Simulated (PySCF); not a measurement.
Stepwise substitution at one centre (B I-H). Isolated molecules, 0 K electronic values unless said otherwise. Strings in code marks are SMILES.

The S1 excitation (TDA) from two functionals at the same geometries (CAM-B3LYP-D3(BJ)/def2-TZVP), both in PySCF: PBE-D3(BJ)/def2-TZVP and TPSSh-D3(BJ)/def2-TZVP. Excitations are Tamm–Dancoff values on a coarser integration grid. The basis has no diffuse functions, so Rydberg states are missing or too high.

| species | TPSSh-D3(BJ)/def2-TZVP (eV) |
|---|---|
| 0 of 3 I replaced by H (`IB(I)I`) | 3.42 |
| 1 of 3 I replaced by H (`IBI`) | 3.78 |
| 2 of 3 I replaced by H (`BI`) | 3.83 |

### Question
What does PBE-D3(BJ)/def2-TZVP give for each?

### Answer

- 0 of 3 I replaced by H (`IB(I)I`): 3.09
- 1 of 3 I replaced by H (`IBI`): 3.43
- 2 of 3 I replaced by H (`BI`): 3.41
Over these rows, drawn at random from the members with no instability flagged (it was tested for open shells, ions and some series alone), PBE minus TPSSh-D3(BJ): mean -0.37 eV, from -0.42 eV to -0.32 eV.
